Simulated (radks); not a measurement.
Spin polarisation of the 4f4 shell in Nd+. Start: [Xe] 4f(up 2, down 2) 6s(up 0.5, down 0.5); electrons of 4f are moved from spin down to spin up, other shells keep equal spins. All-electron calculation, scalar-relativistic Kohn-Sham, LDA (Slater exchange, Perdew-Wang correlation), spin-polarised, spherical densities, point nucleus. Program: a radial shooting solver on a logarithmic mesh with Libxc functionals.

| moment (Bohr magnetons) | E - E(0) (eV) | e(4f up) (eV) | e(4f down) (eV) | 6s down minus up (eV) | 5p down minus up (eV) |
|---|---|---|---|---|---|
| 0 | 0.000 | -7.917 | -7.917 | 0.000 | 0.000 |
| 1 | -0.151 | -8.195 | -7.593 | 0.057 | 0.337 |
| 2 | -0.603 | -8.426 | -7.223 | 0.114 | 0.675 |
| 3 | -1.354 | -8.606 | -6.807 | 0.174 | 1.016 |
| 4 | -2.402 | -8.727 | -6.341 | 0.237 | 1.358 |

At moment 4 the spin-polarisation energy is -2.402 eV and the 4f exchange splitting 2.386 eV, that is 0.596 eV per Bohr magneton; E = -I m^2/4 would give I = 0.600 eV.
